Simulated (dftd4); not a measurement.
As, quartet; D4 for tpssh in dftd4.

The dftd4 input:
```
$ dftd4 mol.xyz --func tpssh --charge 0 --json dftd4.json --noedisp --property

# file mol.xyz
1

As     0.00000000     0.00000000     0.00000000
```

The log (banner, timings and long lists left out):

```
                    ____  _____ _____     ____  _  _
      -------------|  _ \|  ___|_   _|---|  _ \| || |------------
     |             | | | | |_    | | ___ | | | | || |_           |
     |             | |_| |  _|   | ||___|| |_| |__   _|          |
     |             |____/|_|     |_|     |____/   |_|            |
     |             ===================================           |
     |            E. Caldeweyher, S. Ehlert & S. Grimme          |
     |          Mulliken Center for Theoretical Chemistry        |
     |                    University of Bonn                     |
      -----------------------------------------------------------

Rational (Becke-Johnson) damping: tpssh-D4-ATM
---------------------
  s6         1.0000
  s8         1.8590
  s9         1.0000
  a1         0.4429
  a2         4.6023
 alp        16.0000
--------------------

Atomic data, radii in Ångström:
------------------------------------------------------
   Z          R(cov)      r4/r2   hardness         EN
------------------------------------------------------
  33 As       1.5333     2.6813     0.3724     2.1800
------------------------------------------------------

Atomic reference systems (in atomic units):
----------------------------------------------------------------------------
   Z        #      CN     q+Z       C6(AA)   #      CN     q+Z       C6(AA)
----------------------------------------------------------------------------
  33 As     1  0.0000 33.0000     264.7235   2  0.9681 32.9005     268.9819
            3  1.9376 32.8810     259.2479   4  2.9083 32.8977     239.8857
----------------------------------------------------------------------------

Atomic properties (in atomic units):
----------------------------------------------------------------------------
     #    Z              CN          q      C6(AA)        C8(AA)   alpha(0)
----------------------------------------------------------------------------
     1   33 As       0.0000     0.0000    264.7242    20389.7265    30.9620
----------------------------------------------------------------------------

Molecular properties (in atomic units):
----------------------------------------
 molecular C6                 264.7242
 molecular C8               20389.7265
----------------------------------------

Dispersion energy:       0.0000000000000E+00 Eh

[Info] JSON dump of results written to 'dftd4.json'
```
